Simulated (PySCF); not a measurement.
Working out the ionisation energy of Sn

Sn [Kr] 4d10 5s2 5p2 (3P) → Sn⁺ [Kr] 4d10 5s2 5p1 (2P). Computed with PySCF 2.14 in def2-TZVPPD with the def2 core potential (28 electrons) (7s5p4d2f, 56 functions), with a scalar-relativistic core potential. Frozen: nothing. Energies in hartree (1 hartree = 27.21139 eV):

```csv
part,Sn (lower),Sn⁺ (upper)
UHF,-213.339962,-213.088188
CCSD correlation,-0.321639,-0.307905
(T),-0.008413,-0.007444
```

What does Hartree-Fock give?

(-213.088188) − (-213.339962) = 0.251774 hartree = 6.851 eV.

What do CCSD and CCSD(T) give?

The CCSD correlation energies differ by 0.013734 hartree = 0.374 eV and the triples by 0.000969 hartree = 0.026 eV, so CCSD gives 7.225 eV and CCSD(T) 7.251 eV.

Measured between the centres of the two terms (NIST): 7.389 eV, so CCSD(T) (valence and next inner shell) is off by -0.138 eV.

What remains against the reference includes basis incompleteness and higher excitations.
